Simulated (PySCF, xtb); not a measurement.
5,5-difluorooxolan-3-one (C4H4F2O2), SMILES O=C1COC(F)(F)C1. Other conformers were not sampled.

Harmonic wavenumbers (cm⁻¹) from GFN2-xTB in xtb at its own minimum, in rising order: 23, 91, 327, 369, 409, 443, 469, 541, 592, 653, 754, 852, 869, 900, 1012, 1041, 1084, 1108, 1127, 1136, 1166, 1244, 1255, 1383, 1417, 1829, 2920, 2949, 2997, 3007.

Question: What does PySCF with PBE-D3(BJ)/def2-SVP give at its own minimum? (An estimate is asked for; the answer gives what the named calculation found.)

Answer: 74, 120, 315, 374, 433, 447, 493, 553, 606, 665, 751, 796, 841, 912, 1030, 1072, 1088, 1126, 1165, 1185, 1212, 1284, 1296, 1354, 1402, 1836, 2962, 3015, 3036, 3103. Paired by order, the mean absolute difference is 29 cm⁻¹ and the zero-point energies are 48.6 and 49.4 kcal/mol.
